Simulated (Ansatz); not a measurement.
Calculated with Ansatz (gas phase, PBE0-D4/def2-TZVP geometries, no zero-point term in ΔE). CCSD(T)/CBS adds triple-zeta CCSD(T) − MP2 to the extrapolated MP2 energy (def2 sets, frozen cores). This one scheme is used for every species. Functionals use def2-TZVPP. HSE06 is defined as in plane-wave codes. Each species was taken in one conformer, which may not be the lowest.

`O=C=N[SiH2]Cl` + CH₃NH₂ → `CN[SiH2]Cl` + `N=C=O`  (ligand exchange at the Si–N bond)

CCSD(T)/CBS gives +26.5 kJ/mol.

Question: Another level gave +31.1 kJ/mol. Which?
A. HSE06-D4/def2-TZVPP
B. LDA (SPW92)/def2-TZVPP
C. BHLYP-D4/def2-TZVPP
D. PBE-D4/def2-TZVPP

Answer: C. BHLYP-D4 31.1, HSE06-D4 25.2, PBE-D4 20.7, LDA (SPW92) 15.8 kJ/mol.

Largest T1 diagnostic among the species: 0.018.

From PBE to PBE0 (25 % exact exchange), in def2-TZVPP and without D4, ΔE moves by +4.2 kJ/mol. The D4 term adds −3.0 kJ/mol with B3LYP and −1.6 kJ/mol with PBE0; it sums over pairs of atoms, weighted by their polarisabilities, and B3LYP, whose exchange is more repulsive, gets the larger term.

B3LYP here is the variant with VWN-RPA as its local correlation; programs differ in this.
